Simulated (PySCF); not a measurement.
AgI, SMILES [Ag][I] (connectivity only; charge and spin as stated), charge -1, multiplicity 2.

Geometry: PBE-D3(BJ)/def2-TZVPD. The multiplicity is an assumed one; other spin states were not compared. The def2 effective core potentials stand for the cores of Ag, I; spin–orbit coupling is left out.

Method: PySCF with PBE-D3(BJ)/def2-TZVPD.

Frequencies are harmonic and unscaled.

```json
[
 {"mode": "1", "ν (cm⁻¹)": "121", "IR (km/mol)": "10.3", "moving atoms (share of kinetic energy)": "Ag 54 %, I 46 %"}
]
```
